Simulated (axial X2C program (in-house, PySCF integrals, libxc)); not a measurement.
**How the levels of DyCl⁺ (f10 s0 orbitals) move with the bond length**

Calculated with an axial X2C code built on PySCF integrals: two-component X2C with atomic mean-field Coulomb and Gaunt terms, basis Dy dyall-v3z, Cl dyall-v3z (cores contracted in-house). Orbitals come from Hartree–Fock averaged over the configuration Dy f10 s0; CI then distributes these electrons over the f, s shells of Dy.

At R = 2.492 Å:

```json
{"Ω": "8", "energy (cm⁻¹)": "0", "g∥": "19.92", "configuration": "100% f10"}
{"Ω": "7", "energy (cm⁻¹)": "66", "g∥": "17.41", "configuration": "100% f10"}
{"Ω": "6", "energy (cm⁻¹)": "133", "g∥": "14.90", "configuration": "100% f10"}
{"Ω": "5", "energy (cm⁻¹)": "191", "g∥": "12.41", "configuration": "100% f10"}
{"Ω": "4", "energy (cm⁻¹)": "234", "g∥": "9.92", "configuration": "100% f10"}
{"Ω": "3", "energy (cm⁻¹)": "263", "g∥": "7.44", "configuration": "100% f10"}
{"Ω": "2", "energy (cm⁻¹)": "281", "g∥": "4.96", "configuration": "100% f10"}
{"Ω": "1", "energy (cm⁻¹)": "290", "g∥": "2.48", "configuration": "100% f10"}
{"Ω": "0", "energy (cm⁻¹)": "292", "g∥": "0.00", "configuration": "100% f10"}
{"Ω": "7", "energy (cm⁻¹)": "3885", "g∥": "16.48", "configuration": "100% f10"}
{"Ω": "6", "energy (cm⁻¹)": "3961", "g∥": "14.10", "configuration": "100% f10"}
{"Ω": "5", "energy (cm⁻¹)": "4024", "g∥": "11.72", "configuration": "100% f10"}
{"Ω": "4", "energy (cm⁻¹)": "4073", "g∥": "9.36", "configuration": "100% f10"}
{"Ω": "3", "energy (cm⁻¹)": "4110", "g∥": "7.01", "configuration": "100% f10"}
```

g∥ is the magnitude of 2⟨Lz + ge Sz⟩ for the +Ω component. The lowest 14 levels at most are listed.

At R = 2.318 Å:

```csv
Ω,energy (cm⁻¹),g∥,configuration
8,0,19.92,100% f10
7,33,17.42,100% f10
6,101,14.90,100% f10
5,166,12.40,100% f10
4,211,9.92,100% f10
3,235,7.45,100% f10
2,243,4.97,100% f10
0,243,0.00,100% f10
1,244,2.49,100% f10
7,3871,16.47,100% f10
6,3937,14.11,100% f10
5,3995,11.72,100% f10
4,4041,9.36,100% f10
3,4075,7.01,100% f10
```

The lowest level lies 1896 cm⁻¹ above the lowest at the first distance.

(1) How does the gap from the lowest to the fifth level change between the two distances?

There is no dynamic correlation: spin–orbit spacings and, for f shells, spacings inside one term are the most reliable numbers, splittings between terms come out too wide, and energies between configurations are not reliable, so the lowest level need not be the ground state of the molecule. At most 4 roots were kept for each Ω > 0 (twice that for Ω = 0) within 2.2 eV of the lowest, so higher up levels can be missing between those listed; levels with Ω > 0 are doubly degenerate and listed once, Ω = 0 levels singly. States that fill the shells left empty in the average are placed too high.

Answers

(1) From 234 to 211 cm⁻¹, a factor of 0.90.
